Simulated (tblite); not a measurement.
Compound: C₇H₄FP.
InChI=1S/C7H4FP/c8-7-4-2-1-3-6(7)5-9/h1-4H

Level: GFN2-xTB in tblite, geometry and Hessian alike; calculated harmonic values, unscaled, isolated species. Against measured fundamentals such values can be off by several per cent, at times by over 20.

Harmonic wavenumbers (cm⁻¹): 79.7, 89.6, 207.7, 311.8, 312.3, 381.7, 434.7, 504.0, 516.5, 535.2, 666.9, 696.4, 778.0, 804.0, 874.1, 909.1, 923.7, 1070.8, 1083.3, 1161.2, 1178.0, 1221.5, 1236.8, 1313.0, 1421.8, 1445.8, 1557.4, 1584.2, 1727.7, 3086.6, 3094.7, 3101.6, 3110.4.

A = 2890, B = 942.2, C = 710.5 MHz; mass 138.003 u (most abundant isotopes); point group Cs, symmetry number 1.

Task: What is the zero-point energy?

Result: Half the sum of the wavenumbers: 18710 cm⁻¹ = 223.82 kJ/mol.

Task: What is S at 350 K and 1 bar for an ideal gas of classical rigid rotors and harmonic oscillators?

Result: Translation 173.64, rotation 125.42, vibration 91.14: S = 390.2 J/(mol K).

Task: And Cp and H(350 K) − H(0)?

Result: Cp = 141.87 J/(mol K), of which vibrations give 108.62 (their classical limit is 33 R = 274.4); H(350 K) − H(0) = 29.57 kJ/mol without the zero-point energy, 17.93 from vibrations.

Task: What must be added to the electronic energy to get the Gibbs energy at 350 K and 1 bar?

Result: ZPE + [H(350 K) − H(0)] − T·S = 223.82 + 29.57 − 136.57 = 116.82 kJ/mol.

Task: How do the functions run with temperature in this model?

Result: 
```
T (K)  S (J/(mol K))  Cp (J/(mol K))  H − H(0) (kJ/mol)  G − H(0) (kJ/mol)  ln q(vib)
  100          275.0            58.6               4.43             -23.07       0.79
  200          325.7            92.1              11.94             -53.20       2.26
  300          369.6           126.1              22.87             -88.00       3.93
  500          447.8           181.3              53.97            -169.93       7.48
  800          544.7           229.4             116.37            -319.37      12.74
 1000          598.0           248.2             164.26            -433.76      16.00
```

q(vib) and H(0) count from the zero-point level.

Hindered rotation and anharmonicity are outside this model.

On an Arm Neoverse V2 with one thread, no GPU, on a shared host, this took 0.32 s. The figure is for the frequency step alone.
